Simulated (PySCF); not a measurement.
# Correlation energy of Au (gold, neutral)

[Xe] 4f14 5d9 6s1 6p1, one real determinant (an excited configuration). All numbers are calculated (PySCF 2.14, scalar relativity by spin-free X2C-1e, in x2c-TZVPPall (11s7p7d3f1g, 97 functions)). Frozen: [Xe] 4f14; 11 electrons correlated.

```tsv
level	correlation energy (mhartree)
CCSD	-287.54
(T)	-10.13
CCSD(T)	-297.67
```

Diagnostics: T1 = 0.011, D1 = 0.0428, largest double amplitude 0.053.

The real determinant used has ⟨L²⟩ near 8 against 12 for a pure F term, so it mixes terms. Spin-orbit coupling, absent here, splits the open shell strongly.

Cost of the coupled-cluster step: about 27 core-seconds, for 11 correlated electrons.

Iterations:

```
CC2 = 0
CCSD nocc = (np.int64(7), np.int64(4)), nmo = (63, 63)
frozen orbitals [[0, 1, 2, 3, 4, 5, 6, 7, 8, 9, 10, 11, 12, 13, 14, 15, 16, 17, 18, 19, 20, 21, 22, 23, 24, 25, 26, 27, 28, 29, 30, 31, 32, 33], [0, 1, 2, 3, 4, 5, 6, 7, 8, 9, 10, 11, 12, 13, 14, 15, 16, 17, 18, 19, 20, 21, 22, 23, 24, 25, 26, 27, 28, 29, 30, 31, 32, 33]]
max_cycle = 100
direct = 0
conv_tol = 1e-08
conv_tol_normt = 1e-06
diis_space = 8
diis_start_cycle = 0
Init t2, MP2 energy = -0.298528975647894
Init E_corr(UCCSD) = -0.298528975650012
cycle = 1  E_corr(UCCSD) = -0.28224435735556  dE = 0.0162846183  norm(t1,t2) = 0.0485882
cycle = 2  E_corr(UCCSD) = -0.286320346552417  dE = -0.0040759892  norm(t1,t2) = 0.0173283
cycle = 3  E_corr(UCCSD) = -0.286883688785919  dE = -0.000563342234  norm(t1,t2) = 0.0104628
cycle = 4  E_corr(UCCSD) = -0.287393745581706  dE = -0.000510056796  norm(t1,t2) = 0.00560821
cycle = 5  E_corr(UCCSD) = -0.287445806631707  dE = -5.206105e-05  norm(t1,t2) = 0.00388519
cycle = 6  E_corr(UCCSD) = -0.287441509039983  dE = 4.29759172e-06  norm(t1,t2) = 0.00237564
cycle = 7  E_corr(UCCSD) = -0.287565157374677  dE = -0.000123648335  norm(t1,t2) = 0.00172801
cycle = 8  E_corr(UCCSD) = -0.28753829734795  dE = 2.68600267e-05  norm(t1,t2) = 0.000549466
cycle = 9  E_corr(UCCSD) = -0.28753793047065  dE = 3.668773e-07  norm(t1,t2) = 9.81185e-05
cycle = 10  E_corr(UCCSD) = -0.287540989835726  dE = -3.05936508e-06  norm(t1,t2) = 3.06643e-05
cycle = 11  E_corr(UCCSD) = -0.287540476867161  dE = 5.12968565e-07  norm(t1,t2) = 1.01338e-05
cycle = 12  E_corr(UCCSD) = -0.287540629055429  dE = -1.52188268e-07  norm(t1,t2) = 3.81876e-06
cycle = 13  E_corr(UCCSD) = -0.287540587458987  dE = 4.15964418e-08  norm(t1,t2) = 1.40397e-06
cycle = 14  E_corr(UCCSD) = -0.287540600809531  dE = -1.3350544e-08  norm(t1,t2) = 6.19767e-07
cycle = 15  E_corr(UCCSD) = -0.287540600582396  dE = 2.27135255e-10  norm(t1,t2) = 2.0132e-07
UCCSD converged
E(UCCSD) = -19008.89481531535  E_corr = -0.2875406005823959
UCCSD(T) correction = -0.0101348156437973
```

The basis was made for the ground configuration and has no added diffuse functions, which can raise the energy of the promoted electron.

The reference is one real determinant that mixes LS terms of this configuration.
